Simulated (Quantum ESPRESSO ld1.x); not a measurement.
The run below uses ld1.x (Quantum ESPRESSO 7.5).

```
 &input
    atom='Zn',
    iswitch=1,
    rel=1,
    lsd=1,
    dft='PZ',
    config='[Ar] 3d10 4s2 4p0 5s0',
    verbosity='high',
    prefix='ld1',
    max_out_wfc=37,
    file_charge='ld1.rho',
 /
```

Output (excerpt):

```
     Program LD1 v.7.5 starts

     --------------------------- All-electron run ----------------------------

     scalar relativistic calculation

     atomic number is 30.00
     dft =PZ   lsd =1 sic =0 latt =0  beta=0.20 tr2=1.0E-14
     Exchange-correlation= PZ
                           (   1   1   0   0   0   0   0)
     mesh =2001 r(mesh) =  99.36527 a.u. xmin = -8.00 dx = 0.00800
     1 Ry =  13.60569312 eV, c = 137.03599908

     n l     nl                  e(Ry)          e(Ha)          e(eV)
     1 0     1S 1( 1.00)    -698.768416603    -349.384208302  -9507.2286403
     2 0     2S 1( 1.00)     -84.977831659     -42.488915829  -1156.1822998
     2 1     2P 1( 3.00)     -73.753209754     -36.876604877  -1003.4635387
     3 0     3S 1( 1.00)      -9.453743986      -4.726871993   -128.6247395
     3 1     3P 1( 3.00)      -6.119549094      -3.059774547    -83.2607070
     3 2     3D 1( 5.00)      -0.766003227      -0.383001614    -10.4220048
     4 0     4S 1( 1.00)      -0.457577346      -0.228788673     -6.2256569
     4 1     4P 1( 0.00)      -0.090702441      -0.045351221     -1.2340696
     5 0     5S 1( 0.00)      -0.000962512      -0.000481256     -0.0130956
     1 0     1S 2( 1.00)    -698.768416603    -349.384208302  -9507.2286403
     2 0     2S 2( 1.00)     -84.977831659     -42.488915829  -1156.1822998
     2 1     2P 2( 3.00)     -73.753209754     -36.876604877  -1003.4635387
     3 0     3S 2( 1.00)      -9.453743986      -4.726871993   -128.6247395
     3 1     3P 2( 3.00)      -6.119549094      -3.059774547    -83.2607070
     3 2     3D 2( 5.00)      -0.766003227      -0.383001614    -10.4220048
     4 0     4S 2( 1.00)      -0.457577346      -0.228788673     -6.2256569
     4 1     4P 2( 0.00)      -0.090702441      -0.045351221     -1.2340696
     5 0     5S 2( 0.00)      -0.000962512      -0.000481256     -0.0130956

     final scf error:  5.0E-15 reached in  31 iterations

     Etot =   -3586.632496 Ry,   -1793.316248 Ha,  -48798.621085 eV
     Total magnetization:    0.00 Bohr mag.

     Ekin =    3642.290126 Ry,    1821.145063 Ha,   49555.881713 eV
     Encl =   -8648.419613 Ry,   -4324.209807 Ha, -117667.743257 eV
     Eh   =    1557.020841 Ry,     778.510421 Ha,   21184.347755 eV
     Exc  =    -137.523850 Ry,     -68.761925 Ha,   -1871.107296 eV
```

Run on one thread of a shared host, so times are rough (Intel(R) Xeon(R) Processor @ 2.60GHz): 0.85 s of CPU time, 0.86 s wall, 31 iterations on 2001 mesh points.
